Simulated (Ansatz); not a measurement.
Geometry optimisation, RKS PBE0-D4/def2-SVP (Ansatz 0.2.0).

The input (input.yaml):

```yaml
crystal:
  periodic: [false, false, false]
  atoms:
    - { symbol: Si, position_ang: [-0.3555, 0.16, -0.6022] }
    - { symbol: Br, position_ang: [1.8313, -1.0404, -1.6306] }
    - { symbol: C, position_ang: [0.8763, 1.5426, -0.2987] }
    - { symbol: H, position_ang: [1.9086, 0.8012, -0.8486] }
    - { symbol: H, position_ang: [-1.1031, 0.2796, -1.8568] }
    - { symbol: Si, position_ang: [-1.1146, -1.277, 1.0538] }
    - { symbol: H, position_ang: [0.738, 2.459, -0.8586] }
    - { symbol: H, position_ang: [1.0908, 1.7755, 0.7375] }
    - { symbol: H, position_ang: [-0.0866, -1.4402, 2.0826] }
    - { symbol: H, position_ang: [-1.4902, -2.5957, 0.5432] }
    - { symbol: H, position_ang: [-2.295, -0.6648, 1.6783] }
basis:
  gaussian: { orbitals: def2-SVP }
hamiltonian:
  xc: pbe0
  dispersion: d4
relax:
  f_tol: 0.15
  max_steps: 25
  restrain:
    - { distance: [3, 1], at: 2.81, k: 30.0 }
    - { distance: [0, 1], at: 2.31, k: 30.0 }
    - { distance: [3, 2], at: 1.07, k: 30.0 }
```

Run as:

```bash
$ ansatz run input.yaml --threads 2 --pin off --max-ram 3072MiB --backend cpu --events-out ev --progress --plain --runs-dir out
```

Problem. Where does it end, and by what steps?

Solution. The forces met the threshold. The restraints hold the end off the free minimum. After 5 steps the energy has fallen by 2.232 eV (the restraints' own energy left out); H4 moved furthest, 0.49 Å.

```json
{"step": "0", "energy less start (eV)": "0.0000", "largest force component (eV/Å)": "2.760", "accepted": "yes"}
{"step": "1", "energy less start (eV)": "-1.2121", "largest force component (eV/Å)": "2.022", "accepted": "yes"}
{"step": "2", "energy less start (eV)": "-1.9290", "largest force component (eV/Å)": "1.206", "accepted": "yes"}
{"step": "3", "energy less start (eV)": "-2.2128", "largest force component (eV/Å)": "0.624", "accepted": "yes"}
{"step": "4", "energy less start (eV)": "-2.2232", "largest force component (eV/Å)": "0.479", "accepted": "yes"}
{"step": "5", "energy less start (eV)": "-2.2318", "largest force component (eV/Å)": "0.506", "accepted": "yes"}
```

```xyz
11
Properties=species:S:1:pos:R:3
Si -0.083 -0.014 -0.762
Br 1.545 -1.383 -1.615
C 0.918 1.502 -0.293
H 1.896 1.265 -0.702
H -1.064 0.236 -1.859
Si -1.038 -1.218 1.005
H 0.538 2.429 -0.740
H 1.003 1.629 0.796
H 0.003 -1.442 2.055
H -1.532 -2.534 0.506
H -2.186 -0.471 1.609
```

Time of the run: 20 s on 2 threads of AMD EPYC 7B13 (Zen 3), with other jobs on the host, peak memory 0.31 GiB.
